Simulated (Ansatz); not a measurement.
Cost and result for the atomization energy of `O[SiH](O)[NH][GeH3]` (12 atoms, 11 bonds).

Cartesian coordinates in Å:
```
O 0.684 -1.235 -1.988
Si 0.648 -0.004 -0.895
O 0.670 1.344 -1.826
N -0.721 -0.022 0.114
Ge -0.779 0.169 1.945
H 0.622 -2.126 -1.642
H 1.820 -0.069 0.011
H 1.053 1.244 -2.699
H -1.620 0.068 -0.340
H -1.733 -0.892 2.523
H -1.292 1.568 2.334
H 0.647 -0.044 2.464
```

Charge 0, multiplicity 1. Correlated methods include outer-core shells of Ge, which these sets cover unevenly. Scalar relativity is left out up to krypton. The structure was optimised at the PBE0-D4/def2-TZVP level. It is one conformer, not always the lowest. Program: Ansatz. All runs use 2 threads of an AMD EPYC 7R13 on a shared host and a share of an NVIDIA H100 80 GB. Times are those of one run each, without the atoms' runs, and a repeat can differ threefold. Electronic energies, without spin–orbit coupling; frozen cores. CCSD(T)/CBS adds CCSD(T) − MP2 in def2-TZVPP to the MP2 limit, and its time is that of the two runs behind it. T1 = 0.011. With those shells the extrapolation isn't a true limit. B3LYP takes the VWN-RPA correlation (the form of Gaussian; ORCA's B3LYP/G).

CCSD(T)/CBS is a level of theory with its own doubt, some kJ/mol a heavy atom from the limit and from the frozen cores, so smaller differences don't rank the functionals.

```csv
level,functions,wall time
PBE0-D4/def2-TZVPP,281,2.3 s
ωB97X-V/def2-TZVPP,281,2.6 s
B2PLYP/def2-TZVPP,281,2.7 s
r2SCAN-D4/def2-TZVPP (with forces),281,2.7 s
B3LYP-D4/def2-TZVPP (with forces),281,2.7 s
PBE-D4/def2-TZVPP (with forces),281,2.9 s
ωB97M-V/def2-TZVPP (with forces),281,4.3 s
MP2/def2-QZVPP,540,4.9 s
CCSD(T)/def2-TZVPP,281,6.5 s
CCSD(T)/CBS(def2),–,11 s
```

(1) What atomization energy does each give, and how far from CCSD(T)/CBS? (Best estimate.)

## Answers

(1) The calculation gave: 
```csv
level,atomization (kJ/mol),difference from CCSD(T)/CBS,per bond
PBE0-D4/def2-TZVPP,4085.8,-92.1,-8.4
ωB97X-V/def2-TZVPP,4170.7,-7.2,-0.7
B2PLYP/def2-TZVPP,4096.7,-81.2,-7.4
r2SCAN-D4/def2-TZVPP (with forces),4137.3,-40.6,-3.7
B3LYP-D4/def2-TZVPP (with forces),4129.8,-48.1,-4.4
PBE-D4/def2-TZVPP (with forces),4159.4,-18.5,-1.7
ωB97M-V/def2-TZVPP (with forces),4153.0,-24.9,-2.3
MP2/def2-QZVPP,4187.2,9.3,0.8
CCSD(T)/def2-TZVPP,4054.8,-123.1,-11.2
CCSD(T)/CBS(def2),4177.9,0.0,0.0
```

From PBE to PBE0 (25 % exact exchange), in def2-TZVPP and without D4, the atomization energy moves by −69.6 kJ/mol: exact exchange takes away binding that semilocal exchange gives to molecules. The D4 term adds +41.8 kJ/mol with B3LYP and +22.0 kJ/mol with PBE0; it sums over pairs of atoms, weighted by their polarisabilities, and B3LYP, whose exchange is more repulsive, gets the larger term. In def2-TZVPP, CCSD(T) changes the Hartree–Fock value by +1146.8 kJ/mol (the triples alone add +59.1 kJ/mol) and MP2 by +1205.3 kJ/mol; breaking electron pairs costs correlation energy, which Hartree–Fock lacks.
